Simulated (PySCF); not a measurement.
## RhOI, triplet: data card

These are results of PySCF, UB3LYP, basis Rh def2-SVP with ECP28, O def2-SVP, I def2-SVP with ECP28 (scalar-relativistic core potentials, no spin–orbit coupling, density fitting), not measurements.

The structure is a minimum.

| Item | Value |
| --- | --- |
| Point group | Cs |
| Bond lengths | Rh–I 2.552 Å, Rh–O 1.680 Å |
| Bond angles | I–Rh–O 120.2° |
| Dipole moment | 2.29 D |
| Atomisation energy without zero-point energy | 620 kJ/mol |
| Heat capacity Cp at 298.15 K | 50.9 J/(mol K) |
| Rotational constants | 0.6528, 0.03731, 0.03529 cm⁻¹ |
| Lowest empty level (β) | -4.46 eV |
| Entropy at 298.15 K and 1 bar (electronic part: spin only) | 322.5 J/(mol K) |
| Spin squared ⟨S²⟩ | 2.018 |
| Principal quadrupole moments (Buckingham, traceless) about the centre of mass | -6.05, -1.20, 7.25 D Å |
| Highest occupied level (α) | -7.03 eV |
| Rotational symmetry number | 1 |
| Principal polarisabilities | 42.9, 48.7, 100.6 bohr³ |
| Enthalpy at 298.15 K above 0 K | 13.33 kJ/mol |
| Zero-point energy | 7.5 kJ/mol |

Harmonic modes (masses in u: Rh 102.906, O 15.995, I 126.904):
```csv
symmetry,ω (cm⁻¹),IR (km/mol),type
a',105,7.5,bend
a',222,14.9,stretch
a',931,71.9,stretch
```

Charges (e):
```json
{"atom": "Rh1", "Mulliken": "0.37", "Löwdin": "-0.22", "polar tensor": "0.88", "spin (Mulliken)": "1.20", "Mayer order to Rh1": "–"}
{"atom": "O2", "Mulliken": "-0.27", "Löwdin": "0.00", "polar tensor": "-0.53", "spin (Mulliken)": "0.79", "Mayer order to Rh1": "1.97"}
{"atom": "I3", "Mulliken": "-0.10", "Löwdin": "0.22", "polar tensor": "-0.35", "spin (Mulliken)": "0.01", "Mayer order to Rh1": "1.25"}
```

Mulliken populations on Rh1 (electrons outside its core potential): s 2.46, p 6.35, d 7.82, f 0.01.

Outer orbital energies (eV). α occupied: -12.36, -9.65, -9.04, -8.55, -8.08, -7.65, -7.39, -7.03; empty: -4.29, -1.94, 0.04, 1.02. β occupied: -11.93, -10.90, -10.37, -9.33, -8.53, -7.85, -7.30, -7.04; empty: -4.46, -3.95, -3.76, -1.41.

Formally Rh is in oxidation state +3, d6, with 2 unpaired electrons (the high-spin count would be 4). The Mulliken spin on Rh is 1.20. The polar-tensor charge on Rh, 0.88, is far below the formal one.

Other isomers or separated fragments may lie lower. Other spin states or occupations of the open shell can lie lower. Spin–orbit coupling, left out here, can matter for elements this heavy.

The final relaxation and frequency run took 50 s on 2 threads of a shared Arm Neoverse V2 host, with 71 basis functions and 16 gradients; the process peaked at 0.71 GiB. Launch command: `OMP_NUM_THREADS=2 python axn.py task.json out`.
